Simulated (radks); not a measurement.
Polarisability of the erbium ion Er3+, [Xe] 4f11, at imaginary frequency. Calculated with a radial shooting solver on a logarithmic mesh with Libxc functionals: non-relativistic Kohn-Sham, LDA (Slater exchange, Perdew-Wang correlation), spin-polarised, spherical densities, point nucleus; open shells are filled with parallel spins first (spin-orbit coupling, left out, can overturn this in heavy ions); relativity is left out, which matters for an element this heavy. Response by self-consistent Sternheimer equations with the Hartree and adiabatic LDA kernel.

w (hartree),alpha1(iw) (bohr^3)
0.00266,4.940
0.0143,4.939
0.0360,4.935
0.0697,4.923
0.118,4.892
0.186,4.824
0.280,4.690
0.413,4.444
0.605,4.028
0.892,3.387
1.35,2.534
2.12,1.619
3.59,0.8561
6.94,0.3531
17.5,0.08894

Static values: alpha1 = 4.940 bohr^3 (0.7320 angstrom^3; uncoupled 9.291). C6 = 26.30, triple-dipole C9 = 91.68 atomic units. One-pole (London) frequency 4 C6 / (3 alpha1^2) = 1.437 hartree, against 1.441 for minus the highest occupied eigenvalue. The dipole shielding factor is 0.956, as the force sum rule N/Z = 0.956 demands.
